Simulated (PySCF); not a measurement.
Homolysis of single bonds, series B Br-H. Gas-phase values, no solvent. Strings in code marks are SMILES.

The dipole moment from two functionals at the same geometries (B3LYP-D3(BJ)/def2-TZVP), both in PySCF: PBE-D3(BJ)/def2-TZVP and B3LYP-D3(BJ)/def2-TZVP. B3LYP has the VWN-RPA correlation part, as in Gaussian. 

```tsv
species	PBE-D3(BJ)/def2-TZVP (D)	B3LYP-D3(BJ)/def2-TZVP (D)
whole molecule (`BrB(Br)Br`)	0.00	0.00
radical fragment (`Br[B]Br`)	0.53	0.40
radical fragment (`[Br]`)	0.00	0.00
radical fragment (`[BH]Br`)	0.56	0.49
whole molecule (`BBr`)	0.39	0.57
radical fragment (`[BH2]`)	0.51	0.49
```

Over these rows, drawn at random from the members with no instability flagged (it was tested for open shells, ions and some series alone), PBE minus B3LYP-D3(BJ): mean +0.01 D, from -0.18 D to +0.13 D.
